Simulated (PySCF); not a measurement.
Job file and geometry (Å, from GFN2-xTB) of an NMR shielding run on `FB(F)CC[SiH]1CC=CC1`, C₆H₁₁BF₂Si, GIAO PBE0/pcSseg-1 NMR shielding, non-relativistic, gas phase (PySCF 2.14.0, density-fitted response routines); density fitting, a coarse starting grid and PySCF grid level 2 are the driver's defaults:

```
$ OMP_NUM_THREADS=1 python probes_run.py task.json out

{"job": {"kind": "nmr", "xc": "PBE0", "basis": "pcSseg-1"}, "charge": 0, "multiplicity": 1}
F      3.824466     0.012110    -1.372776
B      3.107412     0.471577    -0.365390
F      3.086887     1.788120    -0.294885
C      2.366004    -0.457798     0.666049
C      1.076854     0.170281     1.212770
Si    -0.202396     0.431342    -0.171614
C     -1.030365    -1.192577    -0.747899
C     -2.487436    -0.969962    -0.467094
C     -2.869273     0.160205     0.099842
C     -1.838381     1.189592     0.450243
H      3.044086    -0.666164     1.501110
H      2.146291    -1.425070     0.211191
H      0.671311    -0.465779     2.000918
H      1.320277     1.127398     1.672652
H      0.383761     1.182138    -1.293057
H     -0.686210    -2.081742    -0.215304
H     -0.888453    -1.399622    -1.809568
H     -3.186573    -1.748499    -0.737727
H     -3.904488     0.373714     0.325308
H     -2.082695     2.134590    -0.034363
H     -1.859999     1.383089     1.523824
```

Task: What does the program print?

Result: 
```
coarse grid: 18224 points
cycle   1  E = -748.5454138920  dE =  1.164e+00  |g| = 7.555e-01  |ddm| = 4.111e+00
cycle   2  E = -748.4892173396  dE =  5.620e-02  |g| = 9.790e-01  |ddm| = 1.116e+00
cycle   3  E = -748.6594149210  dE = -1.702e-01  |g| = 6.806e-02  |ddm| = 6.272e-01
cycle   4  E = -748.6601372927  dE = -7.224e-04  |g| = 3.195e-02  |ddm| = 6.800e-02
cycle   5  E = -748.6603538628  dE = -2.166e-04  |g| = 5.341e-03  |ddm| = 2.676e-02
cycle   6  E = -748.6603604089  dE = -6.546e-06  |g| = 1.435e-03  |ddm| = 7.211e-03
final grid: 172688 points
cycle   7  E = -748.7278731837  dE = -7.299e-05  |g| = 9.188e-03  |ddm| = 3.189e-02
cycle   8  E = -748.7278647228  dE =  8.461e-06  |g| = 1.084e-02  |ddm| = 1.724e-02
cycle   9  E = -748.7278948070  dE = -3.008e-05  |g| = 8.219e-04  |ddm| = 9.469e-03
cycle  10  E = -748.7278949168  dE = -1.099e-07  |g| = 4.722e-04  |ddm| = 1.059e-03
cycle  11  E = -748.7278949733  dE = -5.646e-08  |g| = 7.116e-05  |ddm| = 4.278e-04
cycle  12  E = -748.7278949744  dE = -1.068e-09  |g| = 2.444e-05  |ddm| = 8.354e-05
cycle  13  E = -748.7278949745  dE = -1.251e-10  |g| = 3.698e-06  |ddm| = 2.109e-05
converged SCF energy = -748.7278949745

GIAO shielding tensors (ppm)
atom      isotropic    diamagn.    paramagn.     s11        s22        s33       span
  0 F      232.223     464.312    -232.089     48.944    288.006    359.719    310.774
  1 B       71.349     192.202    -120.854     42.800     80.177     91.069     48.269
  2 F      242.981     469.401    -226.419     57.676    287.154    384.114    326.438
  3 C      176.903     254.073     -77.170    169.619    171.502    189.587     19.968
  4 C      178.132     255.410     -77.278    169.940    178.886    185.571     15.631
  5 Si     349.410     882.511    -533.100    304.763    361.482    381.986     77.224
  6 C      168.114     254.671     -86.558    155.155    160.905    188.281     33.126
  7 C       48.968     254.930    -205.963    -59.882     66.639    140.146    200.028
  8 C       48.506     255.213    -206.708    -60.304     65.372    140.448    200.752
  9 C      167.418     255.120     -87.702    154.179    159.040    189.034     34.855
 10 H       30.188      27.613       2.575     24.780     27.850     37.933     13.153
 11 H       30.614      32.646      -2.032     25.786     30.474     35.581      9.795
 12 H       30.899      33.645      -2.745     26.009     29.636     37.053     11.044
 13 H       30.627      33.079      -2.452     25.906     29.567     36.408     10.502
 14 H       27.258      31.855      -4.597     23.560     26.748     31.467      7.907
 15 H       30.197      33.155      -2.958     25.309     29.247     36.034     10.724
 16 H       29.956      32.029      -2.073     25.138     28.167     36.563     11.424
 17 H       25.627      29.622      -3.995     23.114     26.536     27.231      4.116
 18 H       25.641      29.321      -3.679     23.169     26.389     27.366      4.197
 19 H       29.958      31.216      -1.258     25.271     27.783     36.819     11.548
 20 H       30.214      32.254      -2.040     25.629     28.720     36.294     10.665
```

Size and cost of the density-fitted run: 232 basis functions, 62 s wall time on 1 thread of an Arm Neoverse V1, shared host; peak memory 1.1 GiB.
